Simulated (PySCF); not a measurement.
BeFCl, SMILES [F][Be][Cl].

Coordinates come from a PBE-D3(BJ)/def2-TZVP optimisation.

Method: PBE-D3(BJ)/def2-TZVP in PySCF.

Frequencies are harmonic and unscaled.

Modes within 1.5 cm⁻¹ of each other (mostly degenerate sets) share a row, with their intensities summed.

Task: Give all harmonic wavenumbers and intensities. (An estimate is asked for; the answer gives what the named calculation found.)

Result: 
| mode | ν (cm⁻¹) | IR (km/mol) | moving atoms (share of kinetic energy) |
|---|---|---|---|
| 1–2 | 285 | 156.3 | Be 83 %, F 13 % |
| 3 | 506 | 4.7 | F 52 %, Cl 42 % |
| 4 | 1368 | 375.5 | Be 80 %, F 18 % |
